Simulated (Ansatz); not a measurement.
C2H5NSi, SMILES `N=C1C[SiH2]1`. Charge 0, multiplicity 1. The geometry is a stationary point of PBE0-D4/def2-TZVP. It is one conformer, not always the lowest.

```xyz
9

N     1.052    0.899   -1.472
C     0.320    0.362   -0.603
C     0.440   -0.377    0.709
Si   -1.316   -0.122    0.078
H     2.042    0.811   -1.216
H     0.794    0.206    1.559
H     0.889   -1.368    0.664
H    -2.046   -1.285   -0.473
H    -2.174    0.874    0.756
```

Task: What is the dipole moment at r2SCAN/def2-TZVPP? (Best estimate.)

Result: Computed: 2.29 D, with components (0.07, -1.13, 1.99) D in this frame, pointing from negative to positive charge.

Task: And with PBE, B3LYP, ωB97M-V? (An estimate is asked.)

Result: Ansatz gave: PBE 2.22 D, B3LYP 2.30 D, ωB97M-V 2.32 D.

Task: Give the Mulliken charges with r2SCAN, B3LYP, ωB97M-V in def2-TZVPP. (Best estimate.)

Result: Computed: 
```json
{"atom": "N1", "r2SCAN": "-0.30", "B3LYP": "-0.23", "ωB97M-V": "-0.23"}
{"atom": "C2", "r2SCAN": "-0.05", "B3LYP": "-0.08", "ωB97M-V": "-0.07"}
{"atom": "C3", "r2SCAN": "-0.20", "B3LYP": "-0.24", "ωB97M-V": "-0.29"}
{"atom": "Si4", "r2SCAN": "0.35", "B3LYP": "0.31", "ωB97M-V": "0.26"}
{"atom": "H5", "r2SCAN": "0.15", "B3LYP": "0.14", "ωB97M-V": "0.12"}
{"atom": "H6", "r2SCAN": "0.08", "B3LYP": "0.10", "ωB97M-V": "0.12"}
{"atom": "H7", "r2SCAN": "0.08", "B3LYP": "0.10", "ωB97M-V": "0.12"}
{"atom": "H8", "r2SCAN": "-0.06", "B3LYP": "-0.05", "ωB97M-V": "-0.01"}
{"atom": "H9", "r2SCAN": "-0.06", "B3LYP": "-0.05", "ωB97M-V": "-0.01"}
```

B3LYP here is the variant with VWN-RPA as its local correlation; programs differ in this.
